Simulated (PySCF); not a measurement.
Species: C4H16B2N2.
Atom-mapped SMILES: `[CH3:1][C:2]([CH3:3])([CH3:4])[NH+:5]1[BH2-:6][NH2+:7][BH2-:8]1`

Structure used (PBE0-D3(BJ)/def2-SVP), in Å, numbered top down from 1:
```
atom  x, y, z in Å
C1    -1.6172   -0.4075    1.4858
C2    -1.0948   -0.2174    0.0631
C3    -1.1734    1.2552   -0.3264
C4    -1.9092   -1.0591   -0.9173
N5     0.3136   -0.7018    0.0236
B6     1.2269   -0.5166   -1.2759
N7     2.2378    0.4531   -0.5168
B8     1.4775    0.0479    0.8241
H9    -1.0257    0.1827    2.2008
H10   -2.6687   -0.0925    1.5587
H11   -1.5629   -1.4665    1.7873
H12   -2.2228    1.5836   -0.3053
H13   -0.7882    1.4180   -1.3427
H14   -0.6072    1.8829    0.3756
H15   -1.5147   -0.9570   -1.9390
H16   -2.9630   -0.7435   -0.9187
H17   -1.8784   -2.1261   -0.6424
H18    0.2909   -1.6837    0.2891
H19    1.7750   -1.5666   -1.5626
H20    0.6634    0.0150   -2.2160
H21    3.2166    0.1878   -0.5636
H22    2.1602    1.4347   -0.7698
H23    2.1364   -0.7512    1.4666
H24    1.1029    1.0089    1.4721
```

NICS is the negative of the GIAO shielding at a point without a nucleus: at the ring centre (0) and 1 Å above and below it (1); zz is the component along the ring normal. Level: GIAO PBE0/pcSseg-1 (PySCF, non-relativistic, gas phase) on the PBE0-D3(BJ)/def2-SVP geometry, one conformer.

Ring bond lengths (Å), with Mayer bond orders in brackets: N5–B6 1.599 (0.71), B6–N7 1.593 (0.73), N7–B8 1.594 (0.73), B8–N5 1.599 (0.71).

Question: Give the NICS values of each ring in ppm.

Answer: 
```
       ring                                                       type  NICS(0)  NICS(1), two faces  NICS(1)zz, two faces  rms pucker (Å)  centre to ring atoms, mean (Å)
N5–B6–N7–B8  4-membered ring with 2 B and 2 N; formal bonds all single     -5.7         -0.7 / -1.3             0.3 / 0.9            0.07                            1.13
```

Question: What can be read from them?

Answer: 
- N5–B6–N7–B8: mean NICS(1)zz 0.6 ppm, near zero. N5, B6, N7, B8 have four or more neighbours, and the NICS criterion for π rings isn't applied.

Question: What are the shieldings of the ring atoms and their hydrogens in the same run (means over atoms taken as equivalent)?

Answer: 
```tsv
atoms	environment	σ isotropic (ppm)
N5	nitrogen bonded to 2 B, C and H	201.3
B6 (×2)	four-coordinate boron	114.8
N7	nitrogen bonded to 2 B and 2 H	243.0
H18	N–H hydrogen	29.70
H19 (×2)	B–H hydrogen	27.96
H20 (×2)	B–H hydrogen	27.93
H21	N–H hydrogen	29.94
H22	N–H hydrogen	29.96
```

Time: 32 s wall; peak memory 1.0 GiB. Hardware: one thread, Arm Neoverse V2 (aarch64), shared host with 96 logical CPUs at a one-minute load of 24. This is the whole shielding run at PBE0/pcSseg-1, SCF included.
